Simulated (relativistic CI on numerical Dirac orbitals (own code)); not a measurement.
# Zr XXIV: sensitivity of the levels to the model

Base calculation: Dirac-Coulomb-Breit CI, KLI orbitals optimised for each configuration, a model potential for QED, unscaled Slater integrals.

CI space (outside the closed core [Ne]): 3s²3p⁵, 3s3p⁶, 3s²3p⁴3d, 3s3p⁵3d, 3p⁶3d, 3s3p⁴3d², 3s²3p³3d4p, 3p⁶4s, 3s²3p⁴4s, 3p⁶4p, 3s3p⁴3d4s, 3s²3p⁴4p, 3s²3p³3d², 3s²3p²3d³, 3s3p³3d³, 3s²3p²3d²4s, 3s²3p²3d²4p. Double excitations out of closed p, d and f shells are left out; levels of such configurations are missing from the list, as are those of other unlisted configurations, and high levels can miss mixing partners.

The lowest level and the first level of each name with at least 55 % of one term (blank where a level has no safe partner in the second run):

```csv
Level,Base (cm⁻¹),Shift (cm⁻¹)
3s²3p⁵ ²P°3/2,0,0
3s²3p⁵ ²P°1/2,147234,-147234
3s3p⁶ ²S1/2,705465,-156499
3s²3p⁴3d ⁴D3/2,824955,-60676
3s²3p⁴3d ⁴D5/2,825076,-60798
3s²3p⁴3d ⁴D7/2,840860,-76581
3s²3p⁴3d ⁴F9/2,883666,-52187
3s²3p⁴3d ⁴F5/2,957370,-125891
3s²3p⁴3d ²G7/2,1030923,
3s²3p⁴3d ²F5/2,1051858,-170655
3s²3p⁴3d ²G9/2,1052735,-173219
3s²3p⁴3d ²S1/2,1182506,-149487
3s²3p⁴3d ²P1/2,1271130,
3s3p⁵3d ⁴P°1/2,1497447,-184632
```

At this charge energies of transitions that change n are usually good to better than 1 %, and those within a shell (Δn = 0) to a few per cent.

Question: One thing was changed in a second run, which moved the levels as shown. Which?
A. configuration mixing switched off
B. non-relativistic limit
C. QED terms removed
D. Breit term removed
E. only the first 3 configurations

Answer: B. Non-relativistic limit. Without relativity the fine structure collapses and s electrons lose their extra binding.

LS names give the leading component of a level, which can be under half, so a name can repeat, a term be missing and a line seem to break the LS rules.
